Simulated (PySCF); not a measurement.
# Two-component Hartree-Fock for Ho⁵⁴⁺ (holmium, charge +54)

Start: [Ne] 3s2 3p1; 3p1/2 filled at m_j = +1/2. Calculated with PySCF 2.14 in an uncontracted even-tempered set (18 s from 15 bohr⁻², ratio 2.4; 14 p from 20 bohr⁻², ratio 2.4; 4 d from 66 bohr⁻², ratio 2.6; 4 f from 99 bohr⁻², ratio 2.6): generalised Hartree-Fock with the X2C-1e Hamiltonian and a Gaussian nucleus; one run each with spin-orbit coupling (SO) switched off, then screened by Boettger's factors.

```
spinor shell  electrons  ε, spin-free (eV)  ε, screened SO (eV)  weight of nominal j (screened SO)  rms radius, screened SO (bohr)
       1s1/2          2           -60031.1             -60015.2                              1.000                          0.0235
       2s1/2          2           -13379.5             -13373.2                              1.000                          0.0936
       2p1/2          2           -12321.1             -12946.9                              1.000                          0.0798
       3s1/2          2            -5392.7              -5390.4                              1.000                           0.224
       3p1/2          1            -5101.8              -5264.1                              1.000                           0.212
```

Task: Where does 2p3/2 lie, and what is the 2p spin-orbit splitting (screened SO)?

Result: At -12053.0 eV, 893.94 eV above 2p1/2.

```tsv
quantity	spin-free	screened SO
E (hartree)	-9478.10085	-9491.96339
M_J	1/2	1/2
⟨J²⟩	1.097	0.751
⟨L²⟩	2.002	2.019
⟨S²⟩	0.751	0.768
```

Each row is a mean over spinors that exchange with the open shell spreads, by up to 18.349 eV (2p1/2).

Breit and QED terms are absent; they matter most for the inner s and p1/2 levels.

Densities and radii are taken from the X2C orbitals without a picture-change correction, which distorts them close to the nucleus.

Without spin-orbit coupling the j labels of p, d and f shells carry no meaning; the spin-free column gives the mean over the occupied spinors of each nl shell, and its ⟨J²⟩ belongs to a mixture of degenerate components.
